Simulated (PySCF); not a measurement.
Zn(Et)(SH) (C2H6SZn), SMILES C[CH2][Zn][SH]. Atoms are numbered in the order given.

```xyz
10

Zn     0.0737    -0.0073     0.1837
C      0.7499    -1.6431    -0.6361
C      0.4220    -1.8168    -2.1169
H      0.3572    -2.4939    -0.0519
H      1.8429    -1.6597    -0.4792
H      0.8328    -1.0004    -2.7323
H     -0.6638    -1.8401    -2.3028
H      0.8338    -2.7578    -2.5212
S     -0.6620     1.8407     1.1050
H     -1.8538     1.2797     1.4135
```

Coordinates come from a PBE0-D3(BJ)/def2-SVP optimisation. The isomer is the one that the SMILES or the coordinates give; other isomers of the formula were not compared. One conformer was computed; it need not be the lowest.

Method: PBE0-D3(BJ)/def2-SVP in PySCF.

Frequencies are harmonic and unscaled.

| mode | ν (cm⁻¹) | IR (km/mol) | moving atoms (share of kinetic energy) |
|---|---|---|---|
| 1 | 29 | 16.3 | H 94 % |
| 2 | 74 | 3.4 | Zn 34 %, S 29 %, C 24 %, H 13 % |
| 3 | 97 | 5.3 | Zn 35 %, H 31 %, S 19 %, C 15 % |
| 4 | 233 | 7.0 | C 55 %, H 19 %, Zn 19 % |
| 5 | 242 | 2.0 | H 85 %, C 11 % |
| 6 | 369 | 19.5 | S 60 %, Zn 17 %, C 15 % |
| 7 | 549 | 27.5 | C 51 %, Zn 27 %, H 20 % |
| 8 | 587 | 23.2 | H 90 % |
| 9 | 638 | 14.6 | H 82 %, C 14 % |
| 10 | 935 | 2.3 | H 91 %, C 8 % |
| 11 | 966 | 6.2 | H 86 %, C 14 % |
| 12 | 1052 | 9.9 | C 75 %, H 25 % |
| 13 | 1209 | 8.5 | H 63 %, C 37 % |
| 14 | 1245 | 2.0 | H 77 %, C 23 % |
| 15 | 1395 | 6.2 | H 82 %, C 18 % |
| 16 | 1432 | 1.6 | H 90 %, C 10 % |
| 17 | 1472 | 2.0 | H 97 % |
| 18 | 1480 | 7.9 | H 97 % |
| 19 | 2702 | 2.2 | H 97 % |
| 20 | 3037 | 50.0 | H 97 % |
| 21 | 3054 | 13.4 | H 95 % |
| 22 | 3104 | 3.0 | H 91 %, C 9 % |
| 23 | 3117 | 22.7 | H 91 %, C 9 % |
| 24 | 3137 | 27.6 | H 91 %, C 9 % |
